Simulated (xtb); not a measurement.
Cl₅Ta, charge -1, doublet, geometry from GFN2-xTB (such geometries of metal compounds can be far from the true shape) (the multiplicity is a formal guess); GFN2-xTB run with xtb.

The xtb input:
```
$ xtb mol.xyz --gfn 2 --chrg -1 --uhf 1 --etemp 5000 --json

# file mol.xyz
6

Ta     0.05144744     0.04207757    -0.03644656
Cl     1.73907412    -0.59013818     1.59068050
Cl    -1.61972561     0.68775034    -1.67522975
Cl     0.07586183     2.18513661     0.77698286
Cl     1.13346920    -1.19605508    -1.63370108
Cl    -1.54960089    -1.26737972     1.09777330
```

Q: Write the output that xtb gives for this input, abridged.

A: 
```
   ID    Z sym.   atoms
    1   73 Ta     1
    2   17 Cl     2-6

           -------------------------------------------------
          |                Calculation Setup                |
           -------------------------------------------------

           -------------------------------------------------
          |                 G F N 2 - x T B                 |
           -------------------------------------------------

          ...................................................
          :                      SETUP                      :
          :.................................................:
          :  # basis functions                  60          :
          :  # atomic orbitals                  54          :
          :  # shells                           18          :
          :  # electrons                        41          :
          :  max. iterations                   250          :
          :  Hamiltonian                  GFN2-xTB          :
          :  restarted?                      false          :
          :  GBSA solvation                  false          :
          :  PC potential                    false          :
          :  electronic temp.         5000.0000000     K    :
          :  accuracy                    1.0000000          :
          :  -> integral cutoff          0.2500000E+02      :
          :  -> integral neglect         0.1000000E-07      :
          :  -> SCF convergence          0.1000000E-05 Eh   :
          :  -> wf. convergence          0.1000000E-03 e    :
          :  Broyden damping             0.4000000          :
          :  net charge                         -1          :
          :  unpaired electrons                  1          :
          ...................................................

 iter      E             dE          RMSdq      gap      omega  full diag
   1    -25.3009991 -0.253010E+02  0.435E+00    0.28       0.0  T
   2    -25.3074531 -0.645402E-02  0.354E+00    0.24       1.0  T
   3    -25.3107614 -0.330828E-02  0.187E+00    0.24       1.0  T
   4    -25.3111751 -0.413654E-03  0.914E-01    0.23       1.0  T
   5    -25.3121225 -0.947420E-03  0.553E-01    0.23       1.0  T
   6    -25.3123688 -0.246275E-03  0.138E-01    0.23       1.0  T
   7    -25.3123884 -0.196607E-04  0.340E-02    0.23       1.2  T
   8    -25.3123903 -0.183265E-05  0.298E-02    0.23       1.4  T
   9    -25.3123916 -0.137296E-05  0.130E-02    0.23       3.1  T
  10    -25.3123919 -0.300120E-06  0.959E-03    0.23       4.3  T
  11    -25.3123921 -0.210669E-06  0.176E-03    0.23      23.2  T
  12    -25.3123921 -0.524986E-08  0.954E-04    0.23      42.8  T
  13    -25.3123922 -0.146085E-08  0.501E-04    0.23      81.4  T

   *** convergence criteria satisfied after 13 iterations ***

         :::::::::::::::::::::::::::::::::::::::::::::::::::::
         ::                     SUMMARY                     ::
         :::::::::::::::::::::::::::::::::::::::::::::::::::::
         :: total energy             -25.303206459209 Eh    ::
         :: gradient norm              0.014873414952 Eh/a0 ::
         :: HOMO-LUMO gap              0.230263838158 eV    ::
         ::.................................................::
         :: SCC energy               -25.312378854214 Eh    ::
         :: -> isotropic ES            0.125236437724 Eh    ::
         :: -> anisotropic ES         -0.007152614228 Eh    ::
         :: -> anisotropic XC         -0.006207953734 Eh    ::
         :: -> dispersion             -0.009102848975 Eh    ::
         :: repulsion energy           0.009172395005 Eh    ::
         :: add. restraining           0.000000000000 Eh    ::
         :: total charge              -1.000000000511 e     ::
         :::::::::::::::::::::::::::::::::::::::::::::::::::::

           -------------------------------------------------
          |                Property Printout                |
           -------------------------------------------------

    * Orbital Energies and Occupations

         #    Occupation            Energy/Eh            Energy/eV
      -------------------------------------------------------------
         1        2.0000           -0.9826145             -26.7383
       ...           ...                  ...                  ...
         9        1.9970           -0.3245389              -8.8312
        10        1.9966           -0.3228484              -8.7852
        11        1.9965           -0.3224336              -8.7739
        12        1.9962           -0.3209759              -8.7342
        13        1.9952           -0.3171681              -8.6306
        14        1.9937           -0.3128840              -8.5140
        15        1.9914           -0.3080490              -8.3824
        16        1.9820           -0.2961207              -8.0579
        17        1.9801           -0.2945601              -8.0154
        18        1.9800           -0.2944750              -8.0131
        19        1.9793           -0.2939103              -7.9977
        20        1.9771           -0.2922826              -7.9534
        21        0.5284           -0.1899411              -5.1686 (HOMO)
        22        0.3745           -0.1814790              -4.9383 (LUMO)
        23        0.1668           -0.1651831              -4.4949
        24        0.0705           -0.1501146              -4.0848
        25        0.0000           -0.0110742              -0.3013
        26                          0.0721410               1.9631
        27                          0.1504519               4.0940
        28                          0.1506413               4.0992
        29                          0.1511517               4.1130
        30                          0.1518613               4.1324
        31                          0.1518636               4.1324
        32                          0.1520384               4.1372
       ...                                ...                  ...
        54                          1.4589762              39.7008
      -------------------------------------------------------------
                  HL-Gap            0.0084620 Eh            0.2303 eV
             Fermi-level           -0.2119652 Eh           -5.7679 eV

     #   Z          covCN         q      C6AA      α(0)
     1  73 Ta       3.751     0.833   177.777    19.736
     2  17 Cl       0.752    -0.422   112.743    16.242
     3  17 Cl       0.752    -0.422   112.743    16.242
     4  17 Cl       0.759    -0.341   109.947    16.039
     5  17 Cl       0.759    -0.341   109.947    16.039
     6  17 Cl       0.753    -0.306   108.722    15.950

 Mol. C6AA /au·bohr⁶  :       4347.508657
 Mol. C8AA /au·bohr⁸  :     267896.262087
 Mol. α(0) /au        :        100.247749

Wiberg/Mayer (AO) data.
largest (>0.10) Wiberg bond orders for each atom

 ---------------------------------------------------------------------------
     #   Z sym  total        # sym  WBO       # sym  WBO       # sym  WBO
 ---------------------------------------------------------------------------
     1  73 Ta   4.389 --     6 Cl   0.974     4 Cl   0.953     5 Cl   0.953
                             3 Cl   0.754     2 Cl   0.754
     2  17 Cl   0.912 --     1 Ta   0.754
     3  17 Cl   0.912 --     1 Ta   0.754
     4  17 Cl   1.117 --     1 Ta   0.953
     5  17 Cl   1.117 --     1 Ta   0.953
     6  17 Cl   1.143 --     1 Ta   0.974
 ---------------------------------------------------------------------------

Topologies differ in total number of bonds
Writing topology from bond orders to xtbtopo.mol

molecular dipole:
                 x           y           z       tot (Debye)
 q only:        0.101       0.082      -0.071
   full:        0.178       0.146      -0.126       0.667
molecular quadrupole (traceless):
                xx          xy          yy          xz          yz          zz
 q only:       -0.755       3.812       2.477      -6.344       0.325      -1.722
  q+dip:       -1.014       4.293       3.008      -7.386       0.608      -1.994
   full:       -1.226       4.250       3.276      -7.645       0.931      -2.050

           -------------------------------------------------
          | TOTAL ENERGY              -25.303206459209 Eh   |
          | GRADIENT NORM               0.014873414952 Eh/α |
          | HOMO-LUMO GAP               0.230263838158 eV   |
           -------------------------------------------------

normal termination of xtb
```
